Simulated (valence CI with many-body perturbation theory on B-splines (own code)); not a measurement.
**La7+: E2, M1 decay**

Method: configuration interaction combined with many-body perturbation theory (CI+MBPT): four valence electrons over a frozen Dirac-Fock core [Kr] 4d10, a basis of 8 s, 8 p, 9 d, 9 f, 6 g, 3 h, 2 i functions for each j, with the one-electron correlation potential Σ1 (screened to all orders), the two-electron term Σ2, the three-electron term Σ3, Breit, model QED; selected single and double excitations, second order for the rest, scaled by the run's own slope (own B-spline code, finite nucleus).

No measured spectrum was set against this ion. As an estimate, levels hold to about 250 cm⁻¹ or 0.2 % of their energy and the worst to 1 %, as in measured heavy ions of charge 2 to 7; those with d or f electrons hold less well. Core correlation moves these levels by up to 38000 cm⁻¹, and in measured spectra 5 to 20 % of such shifts remained as error; rates that hang on mixing are uncertain with them.

Lines 1 to 50 of 71 in falling wavelength, among levels below 280100 cm⁻¹, chosen from the decays that carry over 1 % of a level's rate. Wavelengths and rates use the calculated energies, so an error of 300 cm⁻¹ moves a line at 5285 Å by 1.6 % and its rate by three times that or more. Electric multipoles are in the length gauge, E1 and E2 with the static RPA response of the core. S is in atomic units (e²a₀⁴ for E2 and M2, e²a₀⁶ for E3), for M1 in squared Bohr magnetons. Weak lines are less certain than strong ones. Lines between different terms over intervals too small for the method are left out, as are lines whose strength nearly cancels.

Names give the largest LS component (configuration and term), which can be under half, so a name can repeat, a term be missing and a line seem to break the LS rules; names also repeat where a configuration has a term twice.

| λ vac (Å) | Upper | Lower | Type | A (s⁻¹) | S (a.u.) |
| --- | --- | --- | --- | --- | --- |
| 15520 | 5s2 5p2 3P_2 | 5s2 5p2 3P_1 | M1 | 1.98e+00 | 1.37e+00 |
| 5285 | 4f 5s2 5p 1F_3 | 4f 5s2 5p 3F_2 | M1 | 4.03e+01 | 1.54e+00 |
| 5183 | 5s2 5p2 3P_1 | 5s2 5p2 3P_0 | M1 | 1.10e+02 | 1.71e+00 |
| 5036 | 4f 5s2 5p 1F_3 | 4f 5s2 5p 3F_3 | M1 | 1.40e+01 | 4.63e-01 |
| 4820 | 4f 5s2 5p 3F_4 | 4f 5s2 5p 3G_4 | M1 | 4.26e+01 | 1.59e+00 |
| 4445 | 4f 5s2 5p 3F_4 | 4f 5s2 5p 3F_3 | M1 | 2.37e+01 | 6.94e-01 |
| 4195 | 4f 5s2 5p 1F_3 | 4f 5s2 5p 3G_3 | M1 | 6.48e+01 | 1.24e+00 |
| 4167 | 4f 5s2 5p 3G_5 | 4f 5s2 5p 3G_4 | M1 | 1.37e+02 | 4.04e+00 |
| 3998 | 5s2 5p2 1D_2 | 5s2 5p2 3P_2 | M1 | 1.57e+02 | 1.86e+00 |
| 3971 | 4f 5s2 5p 3D_3 | 4f 5s2 5p 3G_4 | M1 | 3.24e+01 | 5.26e-01 |
| 3886 | 5s2 5p2 3P_2 | 5s2 5p2 3P_0 | E2 | 9.64e-01 | 3.81e+00 |
| 3776 | 4f 5s2 5p 3F_4 | 4f 5s2 5p 3G_3 | M1 | 7.07e+01 | 1.27e+00 |
| 3744 | 4f 5s2 5p 3D_2 | 4f 5s2 5p 3F_2 | M1 | 1.09e+02 | 1.06e+00 |
| 3712 | 4f 5s2 5p 3D_3 | 4f 5s2 5p 3F_3 | M1 | 9.88e+01 | 1.31e+00 |
| 3365 | 4f 5s2 5p 3D_1 | 4f 5s2 5p 3F_2 | M1 | 1.49e+02 | 6.32e-01 |
| 3234 | 4f 5s2 5p 3D_3 | 4f 5s2 5p 3G_3 | M1 | 2.12e+01 | 1.86e-01 |
| 3179 | 5s2 5p2 1D_2 | 5s2 5p2 3P_1 | M1 | 1.90e+02 | 1.13e+00 |
| 3162 | 4f 5s2 5p 3D_2 | 4f 5s2 5p 3G_3 | M1 | 4.44e+01 | 2.60e-01 |
| 3074 | 4f 5s2 5p 1G_4 | 4f 5s2 5p 3G_4 | M1 | 4.09e+01 | 3.96e-01 |
| 2917 | 4f 5s2 5p 1G_4 | 4f 5s2 5p 3F_3 | M1 | 4.62e+01 | 3.83e-01 |
| 2613 | 4f 5s2 5p 1G_4 | 4f 5s2 5p 3G_3 | M1 | 1.08e+02 | 6.44e-01 |
| 2542 | 4f 5s2 5p 1D_2 | 4f 5s2 5p 3F_3 | M1 | 2.07e+02 | 6.31e-01 |
| 2227 | 5s2 5p2 1S_0 | 5s2 5p2 3P_2 | E2 | 4.33e+01 | 2.12e+00 |
| 1948 | 5s2 5p2 1S_0 | 5s2 5p2 3P_1 | M1 | 1.08e+03 | 2.95e-01 |
| 1574 | 4f 5s2 5p 3G_3 | 5s2 5p2 1D_2 | E2 | 4.26e+00 | 2.58e-01 |
| 1481 | 4f 5s2 5p 3F_3 | 5s2 5p2 1D_2 | E2 | 8.89e+00 | 3.96e-01 |
| 1150 | 4f 5s2 5p 1D_2 | 5s2 5p2 1S_0 | E2 | 3.54e+02 | 3.18e+00 |
| 1145 | 4f 5s2 5p 1F_3 | 5s2 5p2 1D_2 | E2 | 1.64e+01 | 2.01e-01 |
| 1129 | 4f 5s2 5p 3G_3 | 5s2 5p2 3P_2 | E2 | 1.00e+02 | 1.15e+00 |
| 1111 | 4f 5s2 5p 3F_4 | 5s2 5p2 1D_2 | E2 | 1.30e+02 | 1.77e+00 |
| 1081 | 4f 5s2 5p 3F_3 | 5s2 5p2 3P_2 | E2 | 2.58e+01 | 2.38e-01 |
| 1061 | 4f 5s2 5p 3G_4 | 5s2 5p2 3P_2 | E2 | 3.09e+02 | 3.33e+00 |
| 1059 | 4f 5s2 5p 3D_3 | 5s2 5p2 1D_2 | E2 | 3.25e+02 | 2.70e+00 |
| 1053 | 4f 5s2 5p 3G_3 | 5s2 5p2 3P_1 | E2 | 6.66e+00 | 5.38e-02 |
| 1051 | 4f 5s2 5p 3D_2 | 5s2 5p2 1D_2 | E2 | 7.38e+01 | 4.22e-01 |
| 1019 | 4f 5s2 5p 3D_1 | 5s2 5p2 1D_2 | E2 | 4.75e+01 | 1.40e-01 |
| 1010 | 4f 5s2 5p 3F_3 | 5s2 5p2 3P_1 | E2 | 4.80e+02 | 3.16e+00 |
| 1004 | 4f2 5s2 3H_5 | 4f 5s2 5p 1G_4 | E2 | 8.00e+01 | 8.02e-01 |
| 1001 | 4f 5s2 5p 3F_2 | 5s2 5p2 3P_1 | E2 | 1.92e+02 | 8.62e-01 |
| 982.4 | 4f 5s2 5p 1G_4 | 5s2 5p2 1D_2 | E2 | 5.47e+02 | 4.02e+00 |
| 952.5 | 4f2 5s2 3H_4 | 4f 5s2 5p 3D_2 | E2 | 1.46e+02 | 9.20e-01 |
| 935.9 | 4f 5s2 5p 1D_2 | 5s2 5p2 1D_2 | E2 | 1.79e+02 | 5.73e-01 |
| 935.2 | 4f2 5s2 3H_5 | 4f 5s2 5p 3D_3 | E2 | 1.70e+02 | 1.20e+00 |
| 924.9 | 4f2 5s2 3H_5 | 4f 5s2 5p 3G_5 | E2 | 1.18e+02 | 7.82e-01 |
| 913.6 | 4f2 5s2 3H_6 | 4f 5s2 5p 3G_5 | E2 | 1.02e+03 | 7.54e+00 |
| 897.9 | 4f2 5s2 3H_5 | 4f 5s2 5p 3F_4 | E2 | 1.69e+02 | 9.67e-01 |
| 889.8 | 4f 5s2 5p 1F_3 | 5s2 5p2 3P_2 | E2 | 3.99e+02 | 1.39e+00 |
| 887.2 | 4f2 5s2 3H_6 | 4f 5s2 5p 3F_4 | E2 | 1.02e+03 | 6.49e+00 |
| 886.8 | 4f2 5s2 3H_4 | 4f 5s2 5p 1F_3 | E2 | 1.04e+02 | 4.58e-01 |
| 877.1 | 4f2 5s2 3H_5 | 4f 5s2 5p 1F_3 | E2 | 6.00e+02 | 3.06e+00 |
